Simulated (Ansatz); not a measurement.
Cost and result for the atomization energy of `COB([SiH3])Cl` (11 atoms, 10 bonds).

```xyz
11

C    -1.712    1.251    0.357
O    -0.692    0.502   -0.283
B     0.277   -0.200    0.309
Si    1.643   -1.203   -0.796
Cl    0.411   -0.285    2.084
H    -1.601    2.296    0.068
H    -1.659    1.160    1.442
H    -2.675    0.883    0.001
H     3.009   -0.715   -0.463
H     1.584   -2.653   -0.464
H     1.415   -1.035   -2.256
```

Total charge 0; spin multiplicity 1. Geometry: relaxed with PBE0-D4/def2-TZVP. It is one conformer, not always the lowest. Program: Ansatz. All runs use 4 threads of an Arm Neoverse V2 on a shared host. Times are those of one run each, without the atoms' runs, and a repeat can differ threefold. Electronic energies, without spin–orbit coupling; frozen cores. CCSD(T)/CBS adds CCSD(T) − MP2 in def2-TZVPP to the MP2 limit, and its time is that of the two runs behind it. T1 = 0.013. B3LYP takes the VWN-RPA correlation (the form of Gaussian; ORCA's B3LYP/G).

CCSD(T)/CBS is a level of theory with its own doubt, some kJ/mol a heavy atom from the limit and from the frozen cores, so smaller differences don't rank the functionals.

| level | functions | wall time |
| --- | --- | --- |
| PBE-D4/def2-TZVPP (with forces) | 261 | 2.7 s |
| PBE0-D4/def2-TZVPP | 261 | 3.4 s |
| B3LYP-D4/def2-TZVPP (with forces) | 261 | 5.5 s |
| r2SCAN-D4/def2-TZVPP (with forces) | 261 | 5.5 s |
| B2PLYP/def2-TZVPP | 261 | 6 s |
| ωB97X-V/def2-TZVPP | 261 | 8.5 s |
| ωB97M-V/def2-TZVPP (with forces) | 261 | 13 s |
| MP2/def2-QZVPP | 491 | 24 s |
| CCSD(T)/def2-TZVPP | 261 | 2.8 min |
| CCSD(T)/CBS(def2) | – | 3.2 min |

Question: What atomization energy does each give, and how far from CCSD(T)/CBS? (Estimate.)

Answer: Ansatz gave: 
```tsv
level	atomization (kJ/mol)	difference from CCSD(T)/CBS	per bond
PBE-D4/def2-TZVPP (with forces)	3994.3	62.0	6.2
PBE0-D4/def2-TZVPP	3938.5	6.2	0.6
B3LYP-D4/def2-TZVPP (with forces)	3935.8	3.5	0.3
r2SCAN-D4/def2-TZVPP (with forces)	3959.6	27.3	2.7
B2PLYP/def2-TZVPP	3894.2	-38.1	-3.8
ωB97X-V/def2-TZVPP	3953.9	21.6	2.2
ωB97M-V/def2-TZVPP (with forces)	3951.5	19.2	1.9
MP2/def2-QZVPP	3951.6	19.3	1.9
CCSD(T)/def2-TZVPP	3837.0	-95.3	-9.5
CCSD(T)/CBS(def2)	3932.3	0.0	0.0
```

In def2-TZVPP, CCSD(T) changes the Hartree–Fock value by +879.0 kJ/mol (the triples alone add +54.1 kJ/mol) and MP2 by +937.4 kJ/mol; breaking electron pairs costs correlation energy, which Hartree–Fock lacks. From PBE to PBE0 (25 % exact exchange), in def2-TZVPP and without D4, the atomization energy moves by −52.3 kJ/mol: exact exchange takes away binding that semilocal exchange gives to molecules. The D4 term adds +37.2 kJ/mol with B3LYP and +19.6 kJ/mol with PBE0; it sums over pairs of atoms, weighted by their polarisabilities, and B3LYP, whose exchange is more repulsive, gets the larger term.
